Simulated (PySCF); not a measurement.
Computed structure and properties of [NdOF]−

System: [NdOF]− (singlet in the valence; each metal's 4f electrons, 4 of them, lie in its core potential, out of spins and levels); start: template (Cs). Method: PySCF 2.14.0, RKS PBE0, Nd lcecp-0-SVP with ECP50, O def2-SVP, F def2-SVP; non-relativistic Hamiltonian with scalar-relativistic core potentials where named; density fitting; no spin-orbit coupling.

Input of the relaxation:

```python
mol = gto.M(atom='''
Nd     0.06063     0.00000    -0.17377
O      1.87253     0.00000     0.63713
F     -2.02937     0.00000     0.76153''',
    basis={'Nd': 'lcecp-0-SVP', 'O': 'def2-SVP', 'F': 'def2-SVP'},
    ecp={'Nd': 'lcecp-0-SVP'},
    charge=-1, spin=0)
mf = dft.RKS(mol, xc='PBE0')
mf.grids.atom_grid = (50, 194)  # f atoms: unpruned, at least (60, 302)
mf = mf.density_fit()  # fitting sets: Nd AutoAux, O def2-universal-JKFIT, F def2-universal-JKFIT
mf.conv_tol = 1e-08; mf.max_cycle = 55
mf.kernel(dm0)  # dm0: converged density of the start geometry
# quasi-Newton relaxation in Cartesian coordinates to a largest gradient under 0.00045 Eh/bohr, steps kept in the point group
```

Run from Python with OMP_NUM_THREADS=2; the lines above give its settings. Where DIIS fails, smearing, a level shift and second-order steps follow.
It took 8.7 s on 2 threads of Arm Neoverse V2, with other jobs on the host, from the converged density of the start.

Course of the relaxation:

```json
{"step": "0", "energy above end (eV)": "0.1050", "largest force component within the symmetry (eV/Å)": "1.204"}
{"step": "1", "energy above end (eV)": "0.0347", "largest force component within the symmetry (eV/Å)": "0.430"}
{"step": "2", "energy above end (eV)": "0.0131", "largest force component within the symmetry (eV/Å)": "0.247"}
{"step": "3", "energy above end (eV)": "0.0080", "largest force component within the symmetry (eV/Å)": "0.257"}
{"step": "4", "energy above end (eV)": "0.0005", "largest force component within the symmetry (eV/Å)": "0.109"}
{"step": "5", "energy above end (eV)": "0.0001", "largest force component within the symmetry (eV/Å)": "0.053"}
{"step": "6", "energy above end (eV)": "0.0000", "largest force component within the symmetry (eV/Å)": "0.021"}
```

Relaxed geometry (Cs):

```xyz
3

Nd    0.0396    0.0000   -0.3413
O     1.7750    0.0000    0.7344
F    -1.9108    0.0000    0.8318
```

```json
{"contact": "Nd1–O2 (O)", "Å": "2.042"}
{"contact": "Nd1–F3 (F)", "Å": "2.276"}
```

On the finer grid (75, 302):

| Quantity | Value |
| --- | --- |
| HOMO | not given (4f levels lie in the core) |
| LUMO | not given (4f levels lie in the core) |
| Dipole about the centre of mass | 8.11 D |
| Set of Mulliken populations of Nd1 outside the core potential | s 2.11, p 6.24, d 1.34, f 0.05 |
| D3(BJ) dispersion energy (not in the energies) | -0.028 eV |

| atom | Mulliken (e) | Löwdin (e) | spin (e) |
| --- | --- | --- | --- |
| Nd1 | 0.25 | 0.15 | 0.00 |
| O2 | -0.66 | -0.64 | 0.00 |
| F3 | -0.59 | -0.51 | 0.00 |

The 4f levels lie in the core potential and are missing. The highest filled level lies above zero, as often for anions with such functionals and bases; it isn't the detachment energy.

On the grid (50, 194), as all that follows. Harmonic modes: a minimum; lowest 122 cm⁻¹ (negative: unstable), highest 596 cm⁻¹, zero-point energy 0.069 eV.

Rigid scan of O along the line from its metal:

| distance to O2 (Å) | energy (eV) |
| --- | --- |
| 1.74 | 1.279 |
| 1.84 | 0.492 |
| 1.94 | 0.106 |
| 2.04 | 0.000 |
| 2.14 | 0.082 |
| 2.24 | 0.287 |
| 2.34 | 0.565 |
| 2.49 | 1.052 |

Taking off one F (charge -1, singlet; the rest: singlet) in vacuum, both parts rigid, costs 4.16 eV; the small basis without counterpoise inflates it.

Rigid scan of F along the line from its metal:

```
distance to F3 (Å)  energy (eV)
              1.98        0.684
              2.08        0.261
              2.18        0.057
              2.28        0.000
              2.38        0.039
              2.48        0.137
              2.68        0.426
              2.98        0.919
              3.38        1.517
              3.88        2.109
```

One start shape was tried, so this needn't be the lowest isomer.

An lcecp potential fixes the number of 4f electrons, so in runs with it no electron can move into or out of that shell; real Nd(II) is rare or takes another configuration.
